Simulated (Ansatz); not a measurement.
Basis-set extrapolation for C$_{5}$H$_{4}$O$_{2}$, SMILES `C#COC(=O)C=C` (PBE0-D4/def2-TZVP geometry, frozen core, Ansatz 0.2.0). Multiplicity 1, RHF reference.

```csv
,def2-TZVPP,def2-QZVPP
HF,-341.428881,-341.443574
MP2 correlation,-1.221000,-1.307618
CCSD(T) correlation,-1.301784,not run
```

Energies in hartree. Use E(X) = E(∞) + A·exp(−7.88·√X) for Hartree–Fock and E(X) = E(∞) + B·X^(−2.97) for correlation, with X = 3 and 4, and add CCSD(T) minus MP2 of the smaller set to the MP2 limit.

Question: What is the CCSD(T) energy at the basis-set limit?

Answer: HF limit: -341.443574 + (-0.014693) × 0.13774 = -341.44560. MP2 limit: -1.307618 + (-0.086618) × 0.74074 = -1.37178. Higher-order term: -1.301784 − (-1.221000) = -0.08078. Total: -342.89816 hartree, 439.8 kJ/mol below CCSD(T)/def2-TZVPP.
